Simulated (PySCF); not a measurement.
## Excitation energy of B+ by level of theory

B+ [He] 2s2 (1S) → B+ [He] 2s1 2p1 (3P), as a difference of total energies. Calculation: PySCF 2.14, in x2c-QZVPPall (7s4p3d2f1g, 57 functions); the spin-free X2C one-electron Hamiltonian (Gaussian nucleus). Correlated levels: valence: 1s2 frozen. The calculations carry no spin-orbit coupling.

| method | excitation energy (cm⁻¹) |
| --- | --- |
| UHF | 25311 |
| MP2 (valence) | 32839 |
| SCS-MP2 (valence) | 34972 |
| CCSD (valence) | 37508 |

Errors of the correlated levels include the incompleteness of this basis and the frozen core.

The basis was made for the ground configuration and has no added diffuse functions, so the excitation energy can come out too high.

With two correlated electrons CCSD is exact in that space.

Task: Which method comes closest to the reference value, and which is furthest?

Result: The reference is 37350 cm⁻¹ (measured; NIST levels, between the centres of gravity of the two terms). Closest: CCSD (valence) (error 158.49 cm⁻¹); furthest: UHF (error -12039 cm⁻¹).
